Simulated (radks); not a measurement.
The numbers below are computed, except where a source is named.
Neutral cobalt, 27 electrons, occupied as [Ar] 3d7 4s2 (the NIST ground configuration). Level of theory: scalar-relativistic Kohn-Sham, exchange-only LDA, spin-polarised, spherical densities, point nucleus; open shells are filled with parallel spins first (a radial shooting solver on a logarithmic mesh with Libxc functionals). Some entries of the table are withheld. Estimate them.

orbital,occ.,eigenvalue (hartree),<r> (bohr)
1s up,1,-278.3456,0.05629
1s down,1,-278.3449,0.05628
2s up,1,-32.92731,0.2562
2s down,1,-32.86238,0.2559
2p up,3,-28.22760,0.2254
2p down,3,-28.17768,0.2251
3s up,1,-3.74890,0.7746
3s down,1,-3.61479,0.7769
3p up,3,-2.41207,0.8160
3p down,3,-2.28095,0.8202
3d up,5,-0.31281,1.054
3d down,2,-0.19627,1.129
4s up,1,-0.18481,(1)
4s down,1,-0.15930,(2)

Answer. 
(1) 4s up <r> (bohr): 2.852
(2) 4s down <r> (bohr): 3.039
